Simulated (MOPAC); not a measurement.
Input file for MOPAC: PM3 on GaSi, 2S+1 = 4, a spin state set in the input, which need not be the lowest, a point of a bond scan (R = 2.428 Å).

```
PM3 1SCF PRECISE CHARGE=0 UHF MS=1.5 THREADS=1
GaSi

Si     0.00000000 1     0.00000000 1     0.00000000 1
Ga     0.00000000 1     0.00000000 1     2.42766700 1
```

Program output:

```
*******************************************************************************
 **                                                                           **
 **                              MOPAC v23.2.5                                **
 **                                                                           **
 *******************************************************************************
 ** MOPAC's Digital Object Identifier: https://doi.org/10.5281/zenodo.6511958 **
 **                                                                           **
 ** Please cite the open-source release paper for use of this MOPAC version:  **
 ** J. E. Moussa and J. J. P. Stewart (2026)                                  **
 ** MOPAC: An open-source semiempirical molecular orbital program             **
 ** J. Open Source Softw., 11(119), 8025, https://doi.org/10.21105/joss.08025 **
 *******************************************************************************

                              PM3 CALCULATION RESULTS

 *******************************************************************************
 *  PM3        - The PM3 Hamiltonian to be used
 *  UHF        - UNRESTRICTED HARTREE-FOCK CALCULATION
 *
 *
 *
 *                 CHARGE ON SYSTEM = 0
 *
 *
 *
 *  MS=        - IN MECI, MAGNETIC COMPONENT OF SPIN =  1.5
 *  PRECISE    - TIGHTER CRITERIA TO BE USED
 *  1SCF       - DO 1 SCF AND THEN STOP
 *  THREADS=1  - MULTI-THREADING NOT USED
 *  T=         - A TIME OF 172800.0 SECONDS REQUESTED
 *  DUMP=N     - RESTART FILE WRITTEN EVERY 7200.0 SECONDS REQUESTED
 *******************************************************************************
PM3 1SCF PRECISE CHARGE=0 UHF MS=1.5 THREADS=1
 GaSi

   ATOM   CHEMICAL          X               Y               Z
  NUMBER   SYMBOL      (ANGSTROMS)     (ANGSTROMS)     (ANGSTROMS)

     1      Si          0.00000000  *   0.00000000  *   0.00000000  *
     2      Ga          0.00000000  *   0.00000000  *   2.42766700  *



          CARTESIAN COORDINATES

    NO.       ATOM           X           Y           Z

     1        Si          0.0000      0.0000      0.0000
     2        Ga          0.0000      0.0000      2.4277

 Si: (PM3): J. J. P. STEWART, J. COMP. CHEM. 10, 209 (1989).
 Ga: (PM3): J. J. P. STEWART, J. COMP. CHEM. 12, 320-341 (1991).

           Empirical Formula: Si Ga  =     2 atoms



      MOLECULAR POINT GROUP   :   C*v


          UHF CALCULATION, NO. OF ALPHA ELECTRONS =    5
                           NO. OF BETA  ELECTRONS =    2

 -------------------------------------------------------------------------------
 PM3 1SCF PRECISE CHARGE=0 UHF MS=1.5 THREADS=1
 GaSi



     1SCF WAS SPECIFIED, SO BFGS WAS NOT USED
     SCF FIELD WAS ACHIEVED


                              PM3 CALCULATION
                                                       MOPAC v23.2.5 Linux




          FINAL HEAT OF FORMATION =        112.37319 KCAL/MOL =     470.16944 KJ/MOL


          COSMO AREA              =        103.07 SQUARE ANGSTROMS
          COSMO VOLUME            =         91.67 CUBIC ANGSTROMS

          IONIZATION POTENTIAL    =          7.716291 EV
          ALPHA SOMO LUMO (EV)    =         -7.716 -1.534
          BETA  SOMO LUMO (EV)    =         -9.038 -1.926
          NO. OF ALPHA ELECTRONS  =          5
          NO. OF BETA  ELECTRONS  =          2
          MOLECULAR WEIGHT        =         97.8205         POINT GROUP:  C*v

          MOLECULAR DIMENSIONS (Angstroms)

            Atom       Atom       Distance
           Ga     2   Si     1     2.42767
           Ga     2   Si     1     0.00000
           Si     1   Ga     2     0.00000


          SCF CALCULATIONS        =          1





   ATOM   CHEMICAL          X               Y               Z
  NUMBER   SYMBOL      (ANGSTROMS)     (ANGSTROMS)     (ANGSTROMS)

     1      Si          0.00000000  *   0.00000000  *   0.00000000  *
     2      Ga          0.00000000  *   0.00000000  *   2.42766700  *

                             CARTESIAN COORDINATES

   1   Si        0.000000000     0.000000000     0.000000000
   2   Ga        0.000000000     0.000000000     2.427667000


           Empirical Formula: Si Ga  =     2 atoms



      MOLECULAR POINT GROUP   :   C*v


          ALPHA EIGENVALUES
 -16.68601 -11.36747  -7.92262  -7.92262  -7.71629  -1.53425  -1.53425  -1.46977


           BETA EIGENVALUES
 -15.92007  -9.03798  -1.92634  -1.92634  -1.58358   0.36482   0.58754   0.58754


              NET ATOMIC CHARGES AND DIPOLE CONTRIBUTIONS

  ATOM NO.   TYPE          CHARGE      No. of ELECS.   s-Pop       p-Pop
    1         Si          -0.607211        4.6072     1.82708     2.78013
    2         Ga           0.607211        2.3928     1.96103     0.43175
 DIPOLE           X         Y         Z       TOTAL
 POINT-CHG.     0.000     0.000     7.080     7.080
 HYBRID         0.000     0.000    -1.470     1.470
 SUM            0.000     0.000     5.610     5.610


          ATOMIC ORBITAL ELECTRON POPULATIONS

     Atom    s        px        py        pz
    1 Si   1.82708   0.89570   0.89570   0.98872
    2 Ga   1.96103   0.10430   0.10430   0.22316


                    (SZ)    =    1.500000
                    (S**2)  =    3.757266


          ATOMIC ORBITAL SPIN POPULATIONS

    Atom   Total    s     px     py     pz
         Atomic
    1 Si  2.7709  0.089  0.896  0.896  0.890
    2 Ga  0.2291  0.009  0.104  0.104  0.012

 **********************
 *                    *
 * JOB ENDED NORMALLY *
 *                    *
 **********************




 == MOPAC DONE ==
```

The run finished.

Cost: around 0.020 core-seconds (rough).
